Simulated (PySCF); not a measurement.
PySCF input (BP86/def2-SVP):

```python
from pyscf import gto, dft

mol = gto.M(
    atom='''
    Tl   -0.00000000   -0.00000000   -1.24610888
    I     0.00000000    0.00000000    1.90443055
    ''',
    basis='def2-svp',
    ecp='def2-svp',
    charge=-1,
    spin=1,
    symmetry='C2v',
    verbose=4,
)

mf = dft.UKS(mol, xc='bp86')
mf.grids.level = 3
mf.conv_tol = 1e-9
mf.max_cycle = 100
mf.max_memory = 1500
mf.kernel()
if not mf.converged:
    mf = mf.newton()
    mf.kernel(mf.make_rdm1())
mf.dip_moment()
```

### Question
What final total energy does it give?

### Answer
-470.59940 Eh.
